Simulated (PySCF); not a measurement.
SiBrF3, SMILES F[Si](F)(F)Br.

Coordinates come from a r2SCAN-D4/def2-SVP optimisation.

The numbers are results of r2SCAN-D4/def2-SVP (PySCF), not measurements.

Frequencies are harmonic and unscaled.

Modes within 1.5 cm⁻¹ of each other (mostly degenerate sets) share a row, with their intensities summed.

Computed vibrational spectrum:
```json
[
 {"mode": "1–2", "ν (cm⁻¹)": "190", "IR (km/mol)": "1.5", "moving atoms (share of kinetic energy)": "F 84 %, Br 10 %"},
 {"mode": "3", "ν (cm⁻¹)": "279", "IR (km/mol)": "14.7", "moving atoms (share of kinetic energy)": "F 61 %, Br 39 %"},
 {"mode": "4–5", "ν (cm⁻¹)": "319", "IR (km/mol)": "47.1", "moving atoms (share of kinetic energy)": "F 78 %, Si 21 %"},
 {"mode": "6", "ν (cm⁻¹)": "501", "IR (km/mol)": "144.4", "moving atoms (share of kinetic energy)": "Si 51 %, F 37 %, Br 12 %"},
 {"mode": "7", "ν (cm⁻¹)": "856", "IR (km/mol)": "210.7", "moving atoms (share of kinetic energy)": "F 68 %, Si 31 %"},
 {"mode": "8–9", "ν (cm⁻¹)": "1005", "IR (km/mol)": "329.8", "moving atoms (share of kinetic energy)": "F 51 %, Si 49 %"}
]
```
